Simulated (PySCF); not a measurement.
## From computed data to an observable: entropy of an ideal gas

C2F3, SMILES F[C]=C(F)F (connectivity only; charge and spin as stated), charge +1, multiplicity 1.

Coordinates come from a B3LYP-D3(BJ)/def2-SVP optimisation. The multiplicity is an assumed one; other spin states were not compared. The isomer is the one that the SMILES or the coordinates give; other isomers of the formula were not compared.

B3LYP-D3(BJ)/def2-SVP in PySCF 2.14.0 gives the harmonic wavenumbers 161, 298, 483, 489, 615, 841, 1403, 1520, 1739 cm⁻¹ and the rotational temperatures 0.5134, 0.1808, 0.1382 K. The molar mass is 81.02 g/mol, the symmetry number 1, the spin multiplicity 1.

Problem. Work out the entropy at 298.15 K and 1 atm in the rigid-rotor, harmonic-oscillator model.

Solution. 
Translation (Sackur–Tetrode at 1 atm): S = R[1.5 ln M + 2.5 ln T − 1.16487] = 163.6 J/(mol K).
Rotation: q = (√π/σ) T^1.5/√(θA θB θC) = 80600, S = R[ln q + 3/2] = 106.4 J/(mol K).
Vibration: with u = 1.4388 ν/T, each mode gives R[u/(e^u − 1) − ln(1 − e^−u)]:
| ν (cm⁻¹) | modes | u | S (J/(mol K)) |
|---|---|---|---|
| 161 | 1 | 0.78 | 10.62 |
| 298 | 1 | 1.44 | 5.98 |
| 483 | 1 | 2.33 | 2.94 |
| 489 | 1 | 2.36 | 2.87 |
| 615 | 1 | 2.97 | 1.78 |
| 841 | 1 | 4.06 | 0.74 |
| 1403 | 1 | 6.77 | 0.07 |
| 1520 | 1 | 7.34 | 0.05 |
| 1739 | 1 | 8.39 | 0.02 |
These are all the modes. Sum 25.1 J/(mol K).
Spin: R ln 1 = 0.0 J/(mol K).
Total 295.0 J/(mol K); the program's own thermochemistry gives 295.0. Translation makes up 55 % and vibration 8 %. Anharmonicity, hindered rotation and orbital degeneracy are left out.
